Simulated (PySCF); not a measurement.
## Electron correlation in Mo⁺ (molybdenum, charge +1)

[Kr] 4d4 5p1, one real determinant (an excited configuration). Computed with PySCF 2.14 in aug-cc-pVDZ-PP with ECP28MDF (5s5p4d2f, 54 functions), with a scalar-relativistic core potential. Frozen: 4s2 4p6; 5 electrons correlated.

```csv
level,correlation energy (mhartree)
CCSD,-42.93
(T),-0.64
CCSD(T),-43.57
```

Diagnostics: T1 = 0.0099, D1 = 0.0271, largest double amplitude 0.065.

Task: Is a single reference adequate?

Result: Yes, within this model without spin-orbit coupling: T1 lies below 0.03 and no double amplitude reaches 0.07.

The reference is one real determinant that mixes LS terms of this configuration.
